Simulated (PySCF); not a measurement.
## Where the electron goes

C4H10O2S.
Structure used (PBE0-D3(BJ)/def2-SVP), in Å, numbered top down from 1:
```xyz
17
C4H10O2S angstrom
C      2.8935    0.2633    0.6558
C      1.5566   -0.3898    0.3637
S      0.2421    0.7291    0.8672
O      0.3250    0.8858    2.3206
O      0.2960    1.9056   -0.0030
C     -1.2769   -0.1588    0.4968
C     -2.4615    0.7012    0.8915
H      2.9852    0.4799    1.7293
H      2.9872    1.2083    0.1027
H      3.7153   -0.4031    0.3585
H      1.4108   -1.3201    0.9326
H      1.4077   -0.5881   -0.7081
H     -1.2561   -0.3778   -0.5811
H     -1.2343   -1.1016    1.0622
H     -2.4298    0.9264    1.9667
H     -2.4471    1.6505    0.3379
H     -3.4021    0.1779    0.6690
```

Computed, not measured: TDDFT CAM-B3LYP/def2-SVPD, vertical, gas phase, core orbitals frozen in the response (PySCF).

Kohn–Sham orbitals with the atoms that hold most of them (Löwdin shares over 4%, at most four atoms; ? is withheld):

| orbital | ε (eV) | atoms |
| --- | --- | --- |
| HOMO-3 | -10.66 | O4 33%, O5 33%, S3 14%, C2 5% |
| HOMO-2 | -10.56 | O4 41%, O5 41%, S3 9% |
| HOMO-1 | -9.98 | ? |
| HOMO | -9.61 | O4 26%, O5 26%, C2 13%, C6 13% |
| LUMO | ? | ? |
| LUMO+1 | 1.55 | S3 24%, C7 10%, H17 9%, C1 9% |
| LUMO+2 | 1.56 | S3 31%, C1 9%, C7 8%, H8 4% |

Task: Which atoms hold the LUMO, and with what shares?

Result: S3 (bonded to 2 C and 2 O) 29%; H11 (bonded to C) 8%; H14 (bonded to C) 8%; H13 (bonded to C) 8%. By element: sulfur 29%, hydrogen 23% or more.

Task: Which atoms hold the HOMO-1, and with what shares?

Result: O5 (bonded to S) 43%; O4 (bonded to S) 43%; S3 (bonded to 2 C and 2 O) 5%. By element: oxygen 86%, sulfur 5%.

Task: What is the LUMO energy, and the HOMO–LUMO gap?

Result: ε(LUMO) = 0.71 eV; the gap is 10.32 eV (0.3794 hartree).

Task: The HOMO–LUMO gap is 10.32 eV. Where does the response calculation put the lowest singlet, and from which orbitals?

Result: S1 is at 7.45 eV (f = 0.0073), 2.87 eV below the gap, made of HOMO→LUMO (87%). 

Task: One configuration dominates each of S1 and S2. Which, and how do the shares of the two leading atoms of either orbital change from the occupied to the empty one?

Result: 
- S1 (7.45 eV, f 0.0073), HOMO→LUMO (87%): O4 26% → at most 8%, O5 26% → at most 8%, S3 at most 13% → 29%, H11 at most 13% → 8%
- S2 (7.89 eV, f 0.015), HOMO-1→LUMO (84%): O5 43% → at most 8%, O4 43% → at most 8%, S3 5% → 29%, H11 at most 4% → 8%

One conformer stands for the species.
